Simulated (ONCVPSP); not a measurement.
## mercury, ONCV: configuration errors across variants

Hg (Z = 80), optimised norm-conserving Vanderbilt (ONCV), made with ONCVPSP 4.0.1 (PBE, scalar-relativistic). Core [Kr] 4d10 4f14, reference 5s2 5p6 5d10 6s2. Waves: 5s+6s: rc 1.45 bohr, ncon 4, nbas 7, qcut 8.9 1/bohr, 2 projectors; 5p: rc 1.15 bohr, ncon 5, nbas 9, qcut 7.3 1/bohr, 2 projectors, debl 0.6 Ha; 5d: rc 2.10 bohr, ncon 4, nbas 8, qcut 6.9 1/bohr, 2 projectors, debl 2.8 Ha. Local part: polynomial inside 0.85 bohr (lpopt 5, dvloc0 0 Ha). Core correction: none.

In the p channel the program set the typed energies aside and used -2.444, 0.250 Ha.

All-electron excitation energies from the reference (eV): (1) 5s2 5p6 5d10 6s1 10.688; (2) 5s2 5p6 5d10 6s0 29.664; (3) 5s2 5p6 5d9 6s0 65.190; (4) 5s2 5p6 5d10 6s1.5 4.357.

A true bound ghost makes a file unfit for plane-wave use even where its test errors are small: the radial tests pick states by their node count and pass the ghost by.

Errors AE − PS in meV (a dash: test not solved or not reliable):

```
      change   (1)   (2)   (3)   (4)  bound ghosts  GHOST(+) flags above zero
        base  +156  +189  +186  +145             s                          d
 d: qcut 4.8  +136  +174  +146  +122             s                          d
 d: qcut 5.7  +146  +182  +167  +133             s                          d
 d: qcut 6.3  +151  +185  +176  +139             s                          d
 d: qcut 7.4  +145  +172  +165  +136          s, d                       none
 d: qcut 7.9  +157  +186  +185  +147             s                          d
   d: qcut 9  +162  +189  +193  +153             s                       none
 d: qcut 9.4  +162  +189  +194  +153             s                       none
d: qcut 10.3  +158  +187  +186  +147             s                       none
```

(1) Give the same row for: d: qcut 4.4.

Results:

(1) +131, +168, +132, +117; bound ghosts: s; GHOST(+) flags above zero: d.
